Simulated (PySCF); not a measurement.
# Simulated absorption spectrum

Compound: C₄H₈OP₂.
Geometry (PBE0-D3(BJ)/def2-SVP, Å), atoms numbered from 1 in this order:
```xyz
15
C4H8OP2 angstrom
C     -1.756   -1.227   -0.051
P     -0.638   -0.157    0.957
C      0.945   -0.510    0.267
C      2.087   -0.741   -0.109
P      3.669   -1.274   -0.682
C     -0.991    1.494    0.137
O     -2.273    1.934    0.487
H     -1.506   -1.205   -1.121
H     -1.721   -2.262    0.317
H     -2.774   -0.834    0.093
H      4.457   -0.718    0.373
H      3.926   -0.191   -1.578
H     -0.967    1.386   -0.958
H     -0.187    2.199    0.423
H     -2.286    2.092    1.438
```

Method used: TDDFT wB97X-D/def2-SVPD, vertical, gas phase, core orbitals frozen in the response (PySCF 2.14.0, density-fitted response routines).

Broadening: Gaussians 0.25 eV wide at half height, area fixed by f = 4.319×10⁻⁹ ∫ε dν̃. The width is an assumption, not a result. The curve ends short of the highest state used, and states not computed would add to its high-energy end.

| E (eV) | ε (L mol⁻¹ cm⁻¹) |
| --- | --- |
| 4.72 | 2 |
| 4.77 | 10 |
| 4.81 | 29 |
| 4.86 | 91 |
| 4.90 | 196 |
| 4.95 | 418 |
| 4.99 | 659 |
| 5.04 | 973 |
| 5.08 | 1183 |
| 5.13 | 1408 |
| 5.17 | 1665 |
| 5.22 | 2271 |
| 5.26 | 3017 |
| 5.31 | 4037 |
| 5.36 | 4648 |
| 5.40 | 4548 |
| 5.45 | 3694 |
| 5.49 | 2693 |
| 5.54 | 1501 |
| 5.58 | 806 |
| 5.63 | 306 |
| 5.67 | 120 |
| 5.72 | 31 |
| 5.76 | 10 |
| 5.81 | 12 |
| 5.85 | 47 |
| 5.90 | 253 |
| 5.95 | 1099 |
| 5.99 | 3033 |
| 6.04 | 8835 |
| 6.08 | 17714 |
| 6.13 | 34612 |
| 6.17 | 50420 |
| 6.22 | 66089 |
| 6.26 | 69952 |
| 6.31 | 61524 |
| 6.35 | 47365 |
| 6.40 | 28155 |
| 6.45 | 13985 |
| 6.49 | 7901 |
| 6.54 | 5790 |
| 6.58 | 7090 |
| 6.63 | 10975 |
| 6.67 | 15254 |

**Question.** Where are the band maxima, and which computed states make them?

**Answer.** 231 nm (5.37 eV), ε about 4700, made up of S2 (23%) and S3 (76%); 198 nm (6.26 eV), ε about 70000, made up of S4 (100%) (ε in L mol⁻¹ cm⁻¹; maxima over ε = 5, shares over 10%). At its high-energy end, 6.67 eV, the curve is still rising (ε about 15000, from S5, S6 and S7). The states used: S1 5.10 eV (f 0.0098); S2 5.32 eV (f 0.011); S3 5.39 eV (f 0.034); S4 6.26 eV (f 0.649); S5 6.67 eV (f 0.059); S6 6.72 eV (f 0.021); S7 6.84 eV (f 0.230); S8 6.87 eV (f 0.020); S9 6.98 eV (f 0.013); S10 7.27 eV (f 0.0087).

**Question.** Coming from long wavelengths, where does ε first pass 100 L mol⁻¹ cm⁻¹?

**Answer.** At about 255 nm (4.86 eV), 0.23 eV below S1.

**Question.** On this curve, what absorbance would a 10⁻⁵ mol/L sample give at 254 nm over a 1 cm path?

**Answer.** 254 nm is 4.881 eV, where ε is about 140 L mol⁻¹ cm⁻¹, so A = ε c l ≈ 0.0014 (Beer–Lambert, with the gas-phase spectrum and the assumed width).

**Question.** What would ε be at 6.26 eV, the highest of these maxima, with half the width (0.125 eV)?

**Answer.** About 140000 L mol⁻¹ cm⁻¹ against 70000, a factor of about 1.99; a lone state at its own centre would give exactly 2.

All these states lie below the vertical ionisation energy of 8.57 eV (ΔSCF).

One conformer stands for the species.
